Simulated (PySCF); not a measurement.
# Spinor energies of Al³⁺ (aluminium, charge +3)

Start: [Ne]. Calculated with PySCF 2.14 in an even-tempered Gaussian basis (20 s from 0.031 bohr⁻², ratio 2.6; 13 p from 0.04 bohr⁻², ratio 2.6; 7 d from 0.041 bohr⁻², ratio 2.8; 3 f from 5.3 bohr⁻², ratio 2.8): generalised Hartree-Fock with the X2C-1e Hamiltonian and a Gaussian nucleus; spin-orbit coupling (SO) screened by Boettger's factors.

```
spinor shell  electrons  ε, screened SO (eV)  weight of nominal j (screened SO)  rms radius, screened SO (bohr)
       1s1/2          2              -1630.3                              1.000                           0.139
       2s1/2          2              -167.91                              1.000                           0.675
       2p1/2          2              -122.02                              1.000                           0.667
       2p3/2          4              -121.53                              1.000                           0.669
```

```
   quantity  screened SO
E (hartree)   -240.43354
        M_J            0
       ⟨J²⟩        0.000
       ⟨L²⟩        0.000
       ⟨S²⟩        0.000
```
